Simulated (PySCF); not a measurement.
C$_{3}$H$_{9}$O, charge +1, singlet, geometry from GFN2-xTB. Base run: CCSD(T)/STO-3G in PySCF.

PySCF was given this input:
```python
from pyscf import gto, scf, cc

mol = gto.M(
    atom='''
O     0.05586026   -0.68329506    0.10783272
C    -0.01267142    0.78735284    0.04115579
C     1.38355249   -1.24026318   -0.03569941
C    -1.46605047    1.19333821   -0.02607106
H     0.46194579    1.14755225    0.95586541
H     0.54921487    1.13949274   -0.82841198
H     1.30407869   -2.32340103    0.04514691
H     1.83952611   -0.96559385   -0.98766160
H     1.99255470   -0.86591714    0.78630868
H    -1.93476522    0.85317512   -0.94730704
H    -2.01811662    0.80424113    0.82553218
H    -1.53452893    2.27727882   -0.00067742
H    -0.53577495   -1.04303488   -0.58776898
''',
    basis='sto-3g',
    charge=1,
    verbose=5,
)

mf = scf.RHF(mol)
mf.kernel()

mycc = cc.CCSD(mf)
mycc.kernel()
et = mycc.ccsd_t()
print('E(CCSD(T)) = %.10f' % (mycc.e_tot + et))
mf.analyze()
```

Variants of this job, named by their change:

| change | ΔE vs base (mEh) | MP2 correlation (Eh) | CC correlation without the perturbative part (Eh) | basis functions |
|---|---|---|---|---|
| base | 0.000 | -0.20243 | -0.26520 | 29 |
| method = ccsd | 2.211 | -0.20243 | -0.26520 | 29 |
| cc.level_shift = 0.2 | 0.000 | -0.20243 | -0.26520 | 29 |
| method = cisd | 28.311 | - | - | 29 |
| cc.diis_space = 10 | 0.000 | -0.20243 | -0.26520 | 29 |
| cc.diis_space = 3 | 0.000 | -0.20243 | -0.26520 | 29 |
| frozen = 5 | 23.048 | -0.18311 | -0.24250 | 29 |
| cc.conv_tol = 1e-5 | 0.000 | -0.20243 | -0.26520 | 29 |
| cc.iterative_damping = 0.8 | 0.000 | -0.20243 | -0.26520 | 29 |
| frozen = 4 | 1.383 | -0.20089 | -0.26384 | 29 |
